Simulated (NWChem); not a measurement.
System: GeI$_{4}$; SMILES [I][Ge]([I])([I])[I]

The following NWChem deck was run.

```
start job
memory heap 200 mb stack 900 mb global 1100 mb
geometry units angstroms noautoz
  I     -1.450862     1.450862    -1.450864
  Ge     0.000000     0.000000     0.000000
  I      1.450862    -1.450862    -1.450864
  I     -1.450862    -1.450862     1.450864
  I      1.450862     1.450862     1.450864
end
basis spherical
  * library def2-svpd
end
ecp
  I library def2-ecp
end
dft
  xc xpbe96 cpbe96
  iterations 150
  semidirect filesize 400000000
  mulliken
end
task dft energy
```

NWChem printed, in part:

```
             Northwest Computational Chemistry Package (NWChem) 7.3.0
             --------------------------------------------------------

 D2D symmetry detected

                             Geometry "geometry" -> ""
                             -------------------------

 Output coordinates in angstroms (scale by  1.889725989 to convert to a.u.)

  No.       Tag          Charge          X              Y              Z
 ---- ---------------- ---------- -------------- -------------- --------------
    1 I                   53.0000    -1.45086200     1.45086200    -1.45086400
    2 Ge                  32.0000     0.00000000     0.00000000     0.00000000
    3 I                   53.0000     1.45086200    -1.45086200    -1.45086400
    4 I                   53.0000    -1.45086200    -1.45086200     1.45086400
    5 I                   53.0000     1.45086200     1.45086200     1.45086400

 Effective nuclear repulsion energy (a.u.)    3601.9311428358

      Symmetry information
      --------------------

 Group name             D2d
 Group number             32
 Group order               8
 No. of unique centers     2

 Summary of "ao basis" -> "ao basis" (spherical)
 ------------------------------------------------------------------------------
       Tag                 Description            Shells   Functions and Types
 ---------------- ------------------------------  ------  ---------------------
 I                         def2-svpd                13       35   5s5p3d
 Ge                        def2-svpd                14       38   6s4p4d

      Symmetry analysis of basis
      --------------------------

        a1         34
        a2         11
        b1         15
        b2         32
        e          86

            General Information
            -------------------
          SCF calculation type: DFT
          Wavefunction type:  closed shell.
          No. of atoms     :     5
          No. of electrons :   132
           Alpha electrons :    66
            Beta electrons :    66
          Charge           :     0
          Spin multiplicity:     1
          Use of symmetry is: on ; symmetry adaption is: on
          Maximum number of iterations: 150
          AO basis - number of functions:   178
                     number of shells:    66
          Convergence on energy requested:  1.00D-06
          Convergence on density requested:  1.00D-05
          Convergence on gradient requested:  5.00D-04

              XC Information
              --------------
          PerdewBurkeErnzerhof Exchange Functional  1.000
            Perdew 1991 LDA Correlation Functional  1.000 local
           PerdewBurkeErnz. Correlation Functional  1.000 non-local

             Grid Information
             ----------------
          Grid used for XC integration:  medium
          Radial quadrature: Mura-Knowles
          Angular quadrature: Lebedev.
          Tag              B.-S. Rad. Rad. Pts. Rad. Cut. Ang. Pts.
          ---              ---------- --------- --------- ---------
          I                   1.40      123          16.0       590
          Ge                  1.25      112          13.0       590
          Grid pruning is: on
          Number of quadrature shells:   235
          Spatial weights used:  Erf1

      Superposition of Atomic Density Guess
      -------------------------------------

 Sum of atomic energies:       -3463.55025934

      Non-variational initial energy
      ------------------------------

 Total energy =   -3262.526842
 1-e energy   =   -7277.877015
 2-e energy   =    2857.926673
 HOMO         =      -0.330657
 LUMO         =      -0.094068

      Symmetry analysis of molecular orbitals - initial
      -------------------------------------------------

  Numbering of irreducible representations:

     1 a1          2 a2          3 b1          4 b2          5 e

  Orbital symmetries:

     1 a1          2 a1          3 b2          4 e           5 e
     6 a1          7 b2          8 e           9 e          10 a1
    11 a1         12 e          13 e          14 b2         15 e
    16 e          17 b2         18 b1         19 a1         20 e
    21 e          22 a2         23 b2         24 e          25 e
    26 a1         27 b2         28 e          29 e          30 b2
    31 e          32 e          33 b1         34 a1         35 a2
    36 e          37 e          38 b2         39 e          40 e
    41 b1         42 a1         43 a2         44 e          45 e
    46 e          47 e          48 b2         49 b1         50 a1
    51 a1         52 e          53 e          54 b2         55 a1
    56 e          57 e          58 b2         59 a1         60 b1
    61 e          62 e          63 b2         64 a2         65 e
    66 e          67 a1         68 e          69 e          70 b2
    71 a1         72 e          73 e          74 b2         75 b1
    76 a1

------------------------------------------------------------
EAF file 0: "./job.aoints.0" size=115867648 bytes
------------------------------------------------------------
               write      read    awrite     aread      wait
               -----      ----    ------     -----      ----
     calls:      221         0         0         0         0
   data(b): 1.16e+08  0.00e+00  0.00e+00  0.00e+00
   time(s): 0.00e+00  0.00e+00  0.00e+00  0.00e+00  0.00e+00
rate(mb/s): 0.00e+00  0.00e+00
------------------------------------------------------------

     ---------------------------------------------
      Total Density - Mulliken Population Analysis
     ---------------------------------------------

[...]
```

Level: PBE/def2-SVPD with def2 effective core potentials on I. The geometry was optimised at PBE0/def2-SVP. No frequency run checked for a minimum. def2 effective core potentials on I; no spin-orbit coupling.
